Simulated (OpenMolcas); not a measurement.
Ar+: effect of the IPEA shift

```json
{
  "Program": "OpenMolcas",
  "Basis": "ANO-R1 [4s3p1d]",
  "Scalar Hamiltonian": "X2C, finite nucleus",
  "Active space": "7 electrons in 4 orbitals (3s 3p)",
  "State averaging": "2S+1 = 2 odd, 3 roots; 2S+1 = 2 even, 1 root",
  "Spin-orbit coupling": "state interaction with AMFI integrals over the reference wave functions, term energies averaged over their components"
}
```

Methods on the same reference wave functions:
A. CASSCF
B. SS-CASPT2, IPEA 0 Eh, imaginary shift 0.1 Eh (closed shells correlated: 2s 2p)
C. SS-CASPT2, IPEA 0.25 Eh, imaginary shift 0.1 Eh (closed shells correlated: 2s 2p)

Energies in cm⁻¹ above 3s² 3p⁵ ²P°_3/2, the measured ground level; measured values from NIST Handbook of Basic Atomic Spectroscopic Data.

```json
{"Level": "3s² 3p⁵ ²P°_3/2", "A": "0.0", "B": "0.0", "C": "0.0", "Measured": "0.0"}
{"Level": "3s² 3p⁵ ²P°_1/2", "A": "1376", "B": "1376", "C": "1376", "Measured": "1432"}
{"Level": "3s 3p⁶ ²S_1/2", "A": "151053", "B": "121472", "C": "125484", "Measured": "108722"}
```

Deviations, from unrounded energies. A percentage is the sum of absolute deviations over the sum of measured energies, with the sign that they share, or ± where signs differ.

| Against measurement | Levels | A | B | C |
| --- | --- | --- | --- | --- |
| mean absolute deviation (cm-1) | 2 | 21000 | 6400 | 8400 |
| fine structure of the ground term (%) | 1 | -3.9 | -3.9 | -3.9 |
| other configurations (%) | 1 | +38.9 | +11.7 | +15.4 |

B lies closest to measurement on these levels and A furthest from it. The largest miss of B in the table is 3s 3p⁶ ²S_1/2, by +13000 cm-1. The ranking rests on the paired levels alone, and a cruder setting can come out closer through cancelling errors.

Between B and C the level of the table that moves most is 3s 3p⁶ ²S_1/2, by 4000 cm-1 (lowest in B, highest in C).

The lowest spin-free term lies below A's lowest term by 0.137 hartree in B, 0.133 hartree in C.

Over all roots computed the reference weight is 0.85 to 0.95 in B, 0.88 to 0.96 in C; the roots of lowest weight are the least certain, and an intruder state may touch them. Without dynamic correlation excited terms often stand tens of per cent too high (terms of higher spin than the ground term too low), and those without a measured partner can miss by more than the paired ones (holds for A). Computed and measured levels are paired by configuration, term and J; levels that our copy of the source lacks, or whose pairing is in doubt (as where it misses far off the trend of its configuration), stay unpaired and out of the deviations. Only configurations of the active space appear.

° marks odd parity.
